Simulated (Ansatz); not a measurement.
C6H10GeO6 (`CC(=O)[O][GeH]([O]C(C)=O)[O]C(C)=O`). The species carries charge 0 and has multiplicity 1. The structure was optimised at the PBE0-D4/def2-TZVP level. It is one conformer, not always the lowest.

```xyz
23

C     3.262    1.950    1.368
C     2.454    0.718    1.119
O     2.907   -0.384    0.917
O     1.141    0.938    1.135
Ge    0.199   -0.576    0.829
O     0.490   -1.106   -0.853
C    -0.021   -0.391   -1.865
C     0.254   -1.030   -3.189
O    -0.626    0.635   -1.698
O    -1.408    0.192    1.163
C    -2.374   -0.661    0.853
C    -3.750   -0.111    1.023
O    -2.107   -1.776    0.455
H     3.029    2.695    0.605
H     2.986    2.381    2.332
H     4.322    1.710    1.350
H     0.512   -1.702    1.791
H    -0.126   -0.400   -3.989
H     1.326   -1.193   -3.305
H    -0.228   -2.010   -3.220
H    -3.861    0.319    2.019
H    -4.488   -0.892    0.857
H    -3.891    0.696    0.302
```

Task: What is the dipole moment at r2SCAN/def2-TZVPP? (An estimate is asked.)

Result: Ansatz gave: 1.42 D, with components (-0.34, 1.21, 0.66) D in this frame, pointing from negative to positive charge.

Task: And with PBE, B3LYP, ωB97M-V? (Estimate.)

Result: Computed: PBE 1.38 D, B3LYP 1.41 D, ωB97M-V 1.41 D.

Task: Give the Mulliken charges with r2SCAN, B3LYP, PBE in def2-TZVPP. (Estimate.)

Result: The calculation gave: 
```csv
atom,r2SCAN,B3LYP,PBE
C1,-0.17,-0.26,-0.26
C2,0.39,0.34,0.27
O3,-0.37,-0.34,-0.29
O4,-0.36,-0.35,-0.28
Ge5,0.72,0.76,0.63
O6,-0.34,-0.34,-0.26
C7,0.36,0.32,0.25
C8,-0.17,-0.27,-0.27
O9,-0.35,-0.33,-0.28
O10,-0.34,-0.34,-0.27
C11,0.41,0.37,0.30
C12,-0.17,-0.27,-0.27
O13,-0.38,-0.36,-0.30
H14,0.08,0.11,0.11
H15,0.07,0.11,0.11
H16,0.08,0.11,0.11
H17,0.07,0.07,0.05
H18,0.08,0.11,0.11
H19,0.08,0.11,0.11
H20,0.08,0.11,0.11
H21,0.07,0.11,0.11
H22,0.08,0.11,0.11
H23,0.09,0.12,0.12
```

B3LYP here is the variant with VWN-RPA as its local correlation; programs differ in this.
